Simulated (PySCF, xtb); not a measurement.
NbSF2Cl, SMILES [S]=[Nb]([Cl])([F])[F], multiplicity 1.

GFN2-xTB (xtb) at its own geometry gives an orbital gap of 2.01 eV and a dipole moment of 3.40 D.

The structure is a stationary point at B3LYP-D3(BJ)/def2-SVP. The multiplicity is an assumed one; other spin states were not compared. The def2 effective core potentials stand for the cores of Nb; spin–orbit coupling is left out.

### Question
What does PBE/def2-TZVP (PySCF) give? (Estimate from the structure and the level; the computed values follow.)

### Answer
gap 3.51 eV (levels -7.35 and -3.84 eV), dipole 0.82 D.
